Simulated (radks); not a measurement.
Coulomb parameter of the 4f shell of the promethium ion Pm2+ in the model configuration [Xe] 4f4 6s1, as a second difference U = [E(n + 0.5) + E(n - 0.5) - 2 E(n)] / (0.5)^2 with all orbitals relaxed. "Bare": the charge of the atom changes with n. "Screened": the 6s shell takes up the change at fixed total charge, which measures U(4f,4f) + U(6s,6s) - 2 U(4f,6s). Method: Dirac Kohn-Sham, PBE, spin-unpolarised, spherical densities, finite nucleus; open shells are shared between the two j in proportion to 2j + 1; Fermi nuclear charge, rms radius 4.962 fm; computed with a radial shooting solver on a logarithmic mesh with Libxc functionals.

| case | configuration | E - E(n) (eV) |
|---|---|---|
| start | [Xe] 4f4 6s1 | 0.000 |
| bare +0.5 | [Xe] 4f4.5 6s1 | -9.635 |
| bare -0.5 | [Xe] 4f3.5 6s1 | 13.852 |
| screened +0.5 | [Xe] 4f4.5 6s0.5 | -3.047 |
| screened -0.5 | [Xe] 4f3.5 6s1.5 | 4.820 |

U(bare) = 16.868 eV, U(screened by 6s) = 7.093 eV.
